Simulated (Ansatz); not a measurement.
Reactions of C2H7NSSi (`C=NCS[SiH3]`).

Calculated with Ansatz (gas phase, PBE0-D4/def2-TZVP geometries, no zero-point term in ΔE). CBS: MP2 limit from def2 TZ/QZ plus the TZ coupled-cluster correction, frozen cores. This one scheme is used for every species. DFT in def2-TZVPP. Elements past krypton have def2 core potentials. For Cd, Se outer-core shells are correlated without core-valence functions, which leaves a few kJ/mol of doubt a bond. Scalar relativity is left out up to krypton. Each species was taken in one conformer, which may not be the lowest.

| reaction | CCSD(T)/CBS(def2) (eV) |
| --- | --- |
| `C=NCS[SiH3]` + `[OH][Al]([O][SiH3])[O][SiH3]` → `[SiH3][O][Al]([O][SiH3])[O][SiH3]` + `C=NCS` | -0.51 |
| `C=NCS[SiH3]` + `N=C(O)[SiH3]` → `N=C([SiH3])O[SiH3]` + `C=NCS` | ? |
| `C=NCS[SiH3]` + H₂S → `C=NCS` + `[SiH3]S` | 0.05 |
| `C=NCS[SiH3]` + `NC[SeH]` → `NC[Se][SiH3]` + `C=NCS` | -0.12 |
| `C=NCS[SiH3]` + H–F → `C=NCF` + `[SiH3]S` | ? |
| `C=NCS[SiH3]` + `[OH][Cd][F]` → `[F][Cd][O][SiH3]` + `C=NCS` | -0.46 |
| `C=NCS[SiH3]` + `OCS` → `OCS[SiH3]` + `C=NCS` | -0.03 |

Question: Fill in the missing values. (Best estimate.)

Answer: Computed: `C=NCS[SiH3]` + `N=C(O)[SiH3]` → `N=C([SiH3])O[SiH3]` + `C=NCS`: -0.25 eV; `C=NCS[SiH3]` + H–F → `C=NCF` + `[SiH3]S`: +0.21 eV.

Largest T1 diagnostic: 0.017, for `[OH][Cd][F]`.
